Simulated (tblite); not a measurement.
Species: C₄H₉F₂OS (charge +1).
Atom-mapped SMILES: `[CH3:1][S+:2]([CH3:3])[CH2:4][O:5][CH:6]([F:7])[F:8]` (hydrogens: H9, H10, H11 on C1; H12, H13, H14 on C3; H15, H16 on C4; H17 on C6)

Structure used (GFN2-xTB), in Å, numbered top down from 1:
```
atom  x, y, z in Å
C1    -2.155    0.749   -0.556
S2    -0.727    0.401    0.498
C3    -0.905   -1.382    0.714
C4     0.609    0.421   -0.817
O5     1.706   -0.340   -0.428
C6     2.499    0.186    0.546
F7     1.803    0.225    1.714
F8     2.837    1.452    0.285
H9    -3.047    0.702    0.064
H10   -2.058    1.757   -0.949
H11   -2.230    0.032   -1.367
H12   -1.808   -1.561    1.292
H13   -0.049   -1.741    1.280
H14   -0.959   -1.886   -0.247
H15    0.864    1.474   -0.985
H16    0.218   -0.041   -1.724
H17    3.394   -0.438    0.671
```

All values are computed: GFN2-xTB (tblite) harmonic vibrations without scaling, gas phase. Errors from tens to a few hundred cm⁻¹ against measured bands are possible. One conformer, not necessarily the lowest.

Harmonic wavenumbers (cm⁻¹): 39.9, 46.8, 105.4, 121.1, 162.6, 170.2, 203.0, 265.9, 313.4, 344.6, 474.1, 511.0, 630.6, 699.1, 709.8, 739.9, 875.1, 888.9, 920.3, 960.1, 973.0, 988.7, 995.1, 1067.5, 1094.2, 1179.6, 1217.9, 1240.0, 1250.9, 1321.5, 1326.1, 1386.2, 1394.0, 1406.5, 1412.6, 1423.8, 2939.8, 2964.7, 2990.1, 3047.5, 3049.7, 3054.2, 3056.5, 3062.2, 3064.3.

A = 3157, B = 1059, C = 974.8 MHz; mass 143.034 u (most abundant isotopes); point group C1, symmetry number 1.

What is the zero-point energy?

½Σν̃ = 28044 cm⁻¹ = 80.18 kcal/mol.

What is S at 200 K and 1 bar for an ideal gas of classical rigid rotors and harmonic oscillators?

Translation 38.83, rotation 27.79, vibration 21.81: S = 88.4 cal/(mol K).

And Cp and H(200 K) − H(0)?

Cp = 28.79 cal/(mol K), of which vibrations give 20.84 (their classical limit is 45 R = 89.4); H(200 K) − H(0) = 3.86 kcal/mol without the zero-point energy, 2.27 from vibrations.

What must be added to the electronic energy to get the Gibbs energy at 200 K and 1 bar?

ZPE + [H(200 K) − H(0)] − T·S = 80.18 + 3.86 − 17.69 = 66.35 kcal/mol.

How do the functions run with temperature in this model?

```
T (K)  S (cal/(mol K))  Cp (cal/(mol K))  H − H(0) (kcal/mol)  G − H(0) (kcal/mol)  ln q(vib)
  100             71.7              20.2                 1.40                -5.77       2.27
  300            101.8              37.7                 7.18               -23.35       8.02
  500            125.0              53.7                16.41               -46.08      13.19
  800            153.8              68.5                34.95               -88.06      20.32
 1000            169.8              74.8                49.31              -120.45      24.65
```

q(vib) and H(0) count from the zero-point level.

Hindered rotation and anharmonicity are outside this model. Other conformers, if any are populated, would add a mixing term that is left out. The structure is chiral; the term R ln 2 for an equal mix with its mirror image is left out.

Run on an Arm Neoverse N1 with one thread, on a shared host. The figure is for the frequency step alone.
